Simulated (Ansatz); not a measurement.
The same molecule with X = Mg, Zn, Cd. Ansatz, PBE0-D4/def2-TZVP geometries, multiplicity 1. Each molecule was computed in one conformer, which needn't be the lowest.

Elements past krypton have def2 core potentials. Scalar relativity is left out up to krypton.

```csv
X,molecule,mean X–C bond length / Å,mean X–F bond length / Å,size of the dipole moment (B3LYP/def2-TZVPP) / D,LUMO energy (ωB97M-V/def2-TZVPP) / eV,HOMO energy (PBE0/def2-TZVPP) / eV
Mg,`C[CH2][Mg][F]`,2.087,1.761,2.19,0.19,-6.95
Cd,`C[CH2][Cd][F]`,2.097,1.950,3.72,0.77,-7.82
```

Question: Give the row for X = Zn, `C[CH2][Zn][F]`. (An estimate is asked.)

Answer: Computed: 
```json
{"X": "Zn", "molecule": "`C[CH2][Zn][F]`", "mean X–C bond length / Å": "1.928", "mean X–F bond length / Å": "1.757", "size of the dipole moment (B3LYP/def2-TZVPP) / D": "3.05", "LUMO energy (ωB97M-V/def2-TZVPP) / eV": "1.02", "HOMO energy (PBE0/def2-TZVPP) / eV": "-8.06"}
```

From Mg to Cd the mean X–C bond length isn't monotonic: highest at Cd, lowest at Zn; the mean X–F bond length isn't monotonic: highest at Cd, lowest at Zn; the LUMO energy (ωB97M-V/def2-TZVPP) isn't monotonic: highest at Zn, lowest at Mg; the HOMO energy (PBE0/def2-TZVPP) isn't monotonic: highest at Mg, lowest at Zn. Bonds lengthen as the atom grows down the group. Dipoles are sizes alone, and their direction can turn along the series.

B3LYP here is the variant with VWN-RPA as its local correlation; programs differ in this.
